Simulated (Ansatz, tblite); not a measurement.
Spin states of Ag2Pd2⁻ (the lowest doublet isomer of a short search), each relaxed with r2SCAN-D4/def2-SVPD in Ansatz. Electronic energies in the gas phase.

In the def2 sets Ag, Pd take a core potential; there is no spin–orbit coupling. The xTB rows come from tblite. B3LYP takes the VWN-RPA correlation. The structure comes from a short search, and lower isomers may exist.

Doublet geometry (C2h within 0.1 Å):

Cartesian coordinates in Å:
```
Pd 0.1172 -0.3121 -1.2128
Pd -0.1169 0.3105 1.2120
Ag 2.3077 -0.4916 0.1766
Ag -2.3080 0.4932 -0.1759
```

Quartet geometry (C2v within 0.1 Å):

```xyz
4

Pd    0.485    1.325   -0.077
Pd    0.252   -1.087    0.867
Ag   -1.845    0.491    0.798
Ag    1.108   -0.729   -1.589
```

⟨S²⟩: doublet 0.79 at PBE0-D4/def2-TZVPD (pure 0.75), quartet 3.78 at PBE0-D4/def2-TZVPD (pure 3.75).

Run but left out: HF/def2-TZVPD, MP2/def2-TZVPD (doublet: ⟨S²⟩ 1.29, where a pure state has 0.75).

Only these spin states were relaxed. Higher spins weren't run and may lie lower.

Task: Estimate which spin state lies lowest at each of these levels, and by how much: GFN1-xTB; GFN2-xTB; PBE-D4/def2-TZVPD; r2SCAN-D4/def2-TZVPD; B3LYP-D4/def2-TZVPD; PBE0-D4/def2-TZVPD; r2SCAN0-D4/def2-TZVPD; BHLYP-D4/def2-TZVPD.

Result: 
| level | quartet − doublet (kJ/mol) | lowest of these | remarks |
| --- | --- | --- | --- |
| GFN1-xTB | 214.1 | doublet | – |
| GFN2-xTB | 148.3 | doublet | – |
| PBE-D4/def2-TZVPD | 79.9 | doublet | HOMO above zero (doublet), HOMO above zero (quartet) |
| r2SCAN-D4/def2-TZVPD | 67.6 | doublet | HOMO above zero (quartet) |
| B3LYP-D4/def2-TZVPD | 90.8 | doublet | HOMO above zero (quartet) |
| PBE0-D4/def2-TZVPD | 81.0 | doublet | HOMO above zero (quartet) |
| r2SCAN0-D4/def2-TZVPD | 69.3 | doublet | HOMO above zero (quartet) |
| BHLYP-D4/def2-TZVPD | 72.5 | doublet | – |

Change of the quartet − doublet gap on mixing in exact exchange, in kJ/mol: PBE to PBE0 (25 % exact exchange) 1.1; r2SCAN to r2SCAN0 (25 % exact exchange) 1.7. The xTB methods have no term that favours high spin, so they put low spin too low.
